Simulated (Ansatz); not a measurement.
A nudged elastic band was laid between two geometries of AlH₇O₂Si (11 atoms, charge 0, multiplicity 1).

Computed with RKS revPBE/def2-SVP (Ansatz 0.2.0).

```yaml
movable_images: 7
climbing_image: yes
spring: 5.0 eV/Å²
optimiser: quadratic models (default)
start_path: straight line
force_threshold: 0.05 eV/Å
iteration_limit: 60
end_points: relaxed
```

Image 0:

```xyz
11
Properties=species:S:1:pos:R:3
Si -0.021 0.066 0.113
H -0.731 -0.568 1.277
O 1.790 -0.037 0.044
H 2.158 -0.588 -0.669
H -0.676 1.253 -0.526
H -0.163 -1.013 -0.962
O 0.737 1.454 1.548
Al 2.541 1.155 1.374
H 3.176 0.322 2.591
H 3.356 2.303 0.611
H 0.267 1.450 2.398
```

Image 8:

```xyz
11
Properties=species:S:1:pos:R:3
Si 0.566 0.146 -0.333
H -1.897 1.137 3.433
O 2.278 0.379 -0.761
H 2.776 -0.253 -1.311
H -0.280 1.030 -1.198
H 0.235 -1.302 -0.566
O 0.803 0.647 1.214
Al 2.623 0.884 1.228
H 3.492 -0.330 1.816
H 3.119 2.403 1.297
H -1.283 1.054 2.981
```

(1) Which bonds break or form, and what moves?

(2) What energy profile does the band end with?

(3) What is the geometry of the highest image?

The band took 17 iterations and of the order of 7 core-minutes.

Answers

(1) Bonds broken: Si1–H2, O7–H11. Bonds formed: H2–H11. AlH7O2Si becomes AlH5O2Si + H2.

(2) The run converged. The highest image is number 3 of 0 to 8, 23.5 kcal/mol above the first end and 27.8 kcal/mol above the last; the last end lies 4.3 kcal/mol below the first. The profile has 2 maxima (images 1, 3) with wells between them (image 2): this band takes more than one step, which may be the mechanism or a detour left from its start path. Another band between the same ends (7 images) ends at a top of the same energy, where a vibrational analysis finds 1 clearly imaginary mode. The orbitals stay closed-shell, which can raise the energy where a bond breaks towards radicals; this wasn't checked here.

| image | path coordinate (Å) | energy (kcal/mol) | Si1–H2 (Å) | O7–H11 (Å) | H2–H11 (Å) |
| --- | --- | --- | --- | --- | --- |
| 0 | 0.00 | 0.0 | 1.50 | 0.97 | 2.52 |
| 1 | 1.06 | 2.1 | 1.53 | 0.97 | 2.35 |
| 2 | 2.11 | 0.0 | 1.53 | 0.97 | 2.35 |
| 3 | 3.17 | 23.5 | 1.77 | 1.23 | 1.07 |
| 4 | 4.01 | 1.9 | 2.39 | 1.95 | 0.78 |
| 5 | 4.84 | -3.3 | 3.10 | 2.51 | 0.77 |
| 6 | 5.68 | -4.0 | 3.81 | 2.79 | 0.77 |
| 7 | 6.52 | -4.3 | 4.29 | 2.79 | 0.77 |
| 8 | 7.35 | -4.3 | 4.61 | 2.76 | 0.77 |

(3) 
```xyz
11
Properties=species:S:1:pos:R:3
Si 0.134 0.262 0.282
H -1.192 0.354 1.445
O 1.897 0.412 -0.368
H 2.252 -0.246 -0.989
H -0.568 1.102 -0.736
H -0.015 -1.221 0.127
O 0.841 0.982 1.707
Al 2.673 1.033 1.287
H 3.517 -0.160 1.947
H 3.235 2.522 1.139
H -0.341 0.756 1.960
```

Run time: 3.6 min on 2 threads of Arm Neoverse V1 (shared host), peak memory 0.13 GiB.
